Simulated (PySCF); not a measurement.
# Computed records: CH7B2Ge, CH9BGeSi

Computed with PySCF 2.14.0. Calculation on a computer-drawn molecule: the log of a Hartree-Fock and frozen-core CCSD(T) single point meant for a local Hartree-Fock minimum, with one planted fault or none, to be diagnosed. Offsets are logged minus clean, where the clean run is the same molecule without the fault. The reference is restricted for singlets and unrestricted otherwise, and also for a bond in bohr or an excited solution. Adding or removing an electron swaps singlet and doublet. The excited solution moves the top pair (singlet) or top alpha electron (doublet) to the lowest empty orbital. Highest occupied and lowest empty are orbital energies over both spins, largest force is the largest gradient component, triples share is (T) over the correlation energy, the T1 limit is 0.02 restricted and 0.045 unrestricted, electrons count all cores, a negative frequency is imaginary (commonest isotopes), and the dipole is about the centre of nuclear charge; on germanium a core potential holds 10 electrons, which the energies leave out, and 3d is frozen in MP2 and coupled-cluster steps.

Common to all runs: meant charge 0; meant basis and core potential on germanium cc-pVDZ-PP ECP10MDF; logged SCF converged yes; possible faults no fault, one electron removed, one electron added, multiplicity raised by two, geometry at a saddle point, SCF held on an excited solution, minimal basis STO-3G, one bond length entered in bohr, all coordinates scaled.

(1) 
```xyz
11
formula=CH7B2Ge meant_multiplicity=2 meant_basis=cc-pVDZ logged_electrons=55 logged_basis_functions=100 logged_spin_squared=1.3877 logged_highest_occupied=-8.1519 logged_lowest_empty=0.39588 logged_largest_force=0.026319 logged_T1_diagnostic=0.061479 logged_D1_diagnostic=0.27557 logged_triples_share=0.034633 logged_CC_converged=yes logged_dipole_magnitude=1.5089 logged_SCF_stable_within_its_kind=yes logged_energy_HF=-384.51565 logged_energy_CCSD(T)=-384.98378 planted_fault=one_bond_length_entered_in_bohr,row_5_of_the_drawn_bonds HF_energy_offset_from_clean_run=75.93 CCSD(T)_energy_offset_from_clean_run=74.6
B     -0.8484    -0.6915    -1.5595
C     -0.4258     0.3734    -0.4806
B     -1.6738     1.2435    -0.0573
Ge    -2.4700     1.2180     1.8102
H     -1.1796    -0.3351    -2.6583
H     -0.8895    -2.9110    -1.0834
H      0.1043    -0.0639     0.3663
H      0.2324     1.0902    -0.9974
H     -2.2449     1.9114    -0.8748
H     -1.7269     0.6214     3.0067
H     -3.5056     2.2429     2.2704
```

Units: logged_highest_occupied, logged_lowest_empty in eV; logged_largest_force in hartree/bohr; logged_dipole_magnitude in debye; logged_energy_HF, logged_energy_CCSD(T) in hartree; HF_energy_offset_from_clean_run, CCSD(T)_energy_offset_from_clean_run in kcal/mol.

Drawn bonds:
```tsv
atom	other atom	order
1	2	1
2	3	1
3	4	1
1	5	1
1	6	1
2	7	1
2	8	1
3	9	1
4	10	1
4	11	1
```

Notes: T1 above single-reference limit.

(2) 
```xyz
11
formula=CH7B2Ge meant_multiplicity=2 meant_basis=cc-pVDZ logged_electrons=55 logged_basis_functions=100 logged_spin_squared=0.7638 logged_highest_occupied=-8.0314 logged_lowest_empty=0.56409 logged_largest_force=2.052e-05 logged_lowest_frequency=54.962 logged_T1_diagnostic=0.016401 logged_D1_diagnostic=0.074903 logged_triples_share=0.028829 logged_CC_converged=yes logged_dipole_magnitude=0.64251 logged_SCF_stable_within_its_kind=yes logged_energy_HF=-384.63666 logged_energy_CCSD(T)=-385.10266 planted_fault=no_fault HF_energy_offset_from_clean_run=0 CCSD(T)_energy_offset_from_clean_run=0
B     -0.8484    -0.6915    -1.5595
C     -0.4258     0.3734    -0.4806
B     -1.6738     1.2435    -0.0573
Ge    -2.4700     1.2180     1.8102
H     -1.1796    -0.3351    -2.6583
H     -0.8701    -1.8660    -1.3076
H      0.1043    -0.0639     0.3663
H      0.2324     1.0902    -0.9974
H     -2.2449     1.9114    -0.8748
H     -1.7269     0.6214     3.0067
H     -3.5056     2.2429     2.2704
```

Units: logged_highest_occupied, logged_lowest_empty in eV; logged_largest_force in hartree/bohr; logged_lowest_frequency in cm⁻¹; logged_dipole_magnitude in debye; logged_energy_HF, logged_energy_CCSD(T) in hartree; HF_energy_offset_from_clean_run, CCSD(T)_energy_offset_from_clean_run in kcal/mol.

Drawn bonds:
```tsv
atom	other atom	order
1	2	1
2	3	1
3	4	1
1	5	1
1	6	1
2	7	1
2	8	1
3	9	1
4	10	1
4	11	1
```

(3) 
```xyz
13
formula=CH9BGeSi meant_multiplicity=1 meant_basis=cc-pV(D+d)Z logged_electrons=66 logged_basis_functions=119 logged_spin_squared=0 logged_highest_occupied=-2.4929 logged_lowest_empty=-5.6474 logged_largest_force=0.079912 logged_CC_converged=no logged_dipole_magnitude=6.9188 logged_SCF_stable_within_its_kind=no logged_energy_HF=-649.47693 planted_fault=SCF_held_on_an_excited_solution HF_energy_offset_from_clean_run=387.1
B     -0.4407    -0.3536    -0.1248
C     -1.9536    -0.6517     0.1169
Si    -2.8684     0.8346     0.8788
Ge    -2.0487     1.4258     3.0645
H     -0.0647     0.1252    -1.1611
H      0.3716    -0.5544     0.7387
H     -2.4920    -0.8658    -0.8123
H     -2.1108    -1.4773     0.8191
H     -2.7547     2.0197    -0.0069
H     -4.3058     0.4881     0.9947
H     -2.9214     2.5271     3.6807
H     -2.0754     0.2117     4.0032
H     -0.6053     1.9415     2.9943
```

Units: logged_highest_occupied, logged_lowest_empty in eV; logged_largest_force in hartree/bohr; logged_dipole_magnitude in debye; logged_energy_HF in hartree; HF_energy_offset_from_clean_run in kcal/mol.

Drawn bonds:
```tsv
atom	other atom	order
1	2	1
2	3	1
3	4	1
1	5	1
1	6	1
2	7	1
2	8	1
3	9	1
3	10	1
4	11	1
4	12	1
4	13	1
```

Notes: CCSD not converged.
